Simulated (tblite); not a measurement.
Compound: CH₅GeNO.
SMILES with atom numbers: `[O:1]=[CH:2][NH:3][GeH3:4]` (hydrogens: H5 on C2; H6 on N3; H7, H8, H9 on Ge4)

Structure used (GFN2-xTB), in Å, numbered top down from 1:
```xyz
9
CH5GeNO angstrom
O      0.9859    1.3475    0.6689
C      1.3818    0.3190    0.1638
N      0.5070   -0.5838   -0.2872
Ge    -1.2343    0.0049   -0.0097
H      2.4525    0.0815    0.0548
H      0.8309   -1.4399   -0.7081
H     -1.4285    1.2557   -0.7884
H     -2.0373   -1.1303   -0.5735
H     -1.4443    0.1516    1.4543
```

Computed values, GFN2-xTB/tblite, gas phase, harmonic and unscaled. The method is semi-empirical: single wavenumbers can be off by several per cent or more. Modes of hydrogen on germanium can be 10 to 20 % off. One conformer, not necessarily the lowest.

Harmonic wavenumbers (cm⁻¹): 164.9, 234.1, 281.3, 485.3, 515.7, 553.8, 593.8, 740.2, 761.5, 819.9, 822.0, 939.2, 1121.2, 1303.7, 1364.8, 1704.3, 1996.6, 2093.3, 2123.6, 2814.2, 3447.6.

A = 12617, B = 3181, C = 2624 MHz; mass 120.958 u (most abundant isotopes); point group Cs, symmetry number 1.

Task: What is the zero-point energy?

Result: ½Σν̃ = 12440 cm⁻¹ = 35.57 kcal/mol.

Task: What is S at 273.15 K and 1 bar for an ideal gas of classical rigid rotors and harmonic oscillators?

Result: Translation 39.88, rotation 25.27, vibration 8.14: S = 73.3 cal/(mol K).

Task: And Cp and H(273.15 K) − H(0)?

Result: Cp = 20.48 cal/(mol K), of which vibrations give 12.53 (their classical limit is 21 R = 41.7); H(273.15 K) − H(0) = 3.60 kcal/mol without the zero-point energy, 1.42 from vibrations.

Task: What must be added to the electronic energy to get the Gibbs energy at 273.15 K and 1 bar?

Result: ZPE + [H(273.15 K) − H(0)] − T·S = 35.57 + 3.60 − 20.02 = 19.15 kcal/mol.

Task: How do the functions run with temperature in this model?

Result: 
| T (K) | S (cal/(mol K)) | Cp (cal/(mol K)) | H − H(0) (kcal/mol) | G − H(0) (kcal/mol) | ln q(vib) |
| --- | --- | --- | --- | --- | --- |
| 50 | 51.8 | 8.5 | 0.40 | -2.19 | 0.01 |
| 100 | 58.4 | 10.9 | 0.88 | -4.95 | 0.15 |
| 298.15 | 75.1 | 21.8 | 4.12 | -18.28 | 1.72 |
| 373.15 | 80.4 | 25.2 | 5.89 | -24.11 | 2.49 |
| 500 | 88.4 | 29.8 | 9.39 | -34.83 | 3.86 |
| 750 | 101.8 | 36.0 | 17.68 | -58.67 | 6.54 |
| 1000 | 112.8 | 40.0 | 27.22 | -85.53 | 9.07 |

q(vib) and H(0) count from the zero-point level.

Hindered rotation and anharmonicity are outside this model. Other conformers, if any are populated, would add a mixing term that is left out.

Time: 0.16 s. Hardware: one thread of an Intel Xeon at 2.70 GHz, shared host. This covers the Hessian and the dipole derivatives.
